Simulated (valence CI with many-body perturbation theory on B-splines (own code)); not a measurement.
**Questions on Sn XLIV**

Calculated by valence CI with perturbative core correlation (CI+MBPT): five valence electrons over a frozen Dirac-Fock core [He], a basis of 9 s, 9 p, 8 d, 6 f, 3 g, 1 h functions for each j, with the one-electron correlation potential Σ1, the two-electron term Σ2, the three-electron term Σ3, Breit, model QED; selected CI, second order for the rest (own B-spline code, finite nucleus).

The last digits are not significant, and no measured levels were compared; by estimate large intervals hold to a few tenths of a per cent, small ones and those within an open d or f shell to about a per cent. Among the levels kept, up to 1400 cm⁻¹ of a level comes from second order outside the variational space, and about a tenth of that is noise between levels of different J, which matters for small intervals.

Levels are named by their leading jj configuration (3d3/2^4 stands for four electrons in 3d with j = 3/2), which in mixed levels can hold well under half, so a name can repeat and another be missing.

Rates and lifetimes use the calculated energies. Strong lines usually hold to 10 to 20 %, long lifetimes can be off by a factor of two.

Q: What is the ground level?

A: (2s^2 2p1/2^2 2p3/2) J=3/2, composition 45 % 2s2 2p3 2P° + 29 % 2s2 2p3 4S° + 25 % 2s2 2p3 2D°, g = 1.377.

Q: Where does the other parity begin?

A: At (2s 2p1/2^2 2p3/2^2) J=5/2, 421.2 eV.

Q: How well does LS coupling describe the low levels?

A: Among the lowest 20 levels the leading LS term, summed over configurations, holds 61 % on average. For single configurations the figures are 61 % in LS and 98 % in jj coupling. Terms mix most in the J = 3/2 level at 4016.9 eV, where the leading one holds 30 %.

Q: Name the longest-lived excited levels whose lifetime is computed, and their main decay.

A: (2s^2 2p1/2 2p3/2^2) J=5/2 at 243.9 eV lives 48.3 ns, mostly by M1 to (2s^2 2p1/2^2 2p3/2) J=3/2; (2s^2 2p1/2 2p3/2^2) J=1/2 at 271.6 eV lives 11.8 ns, mostly by M1 to (2s^2 2p1/2^2 2p3/2) J=3/2; (2s^2 2p1/2 2p3/2^2) J=3/2 at 225.1 eV lives 8.43 ns, mostly by M1 to (2s^2 2p1/2^2 2p3/2) J=3/2.

Q: What is the ionisation energy?

A: 7074.2 eV; NIST lists 7080 ± 50 eV (semi-empirical).
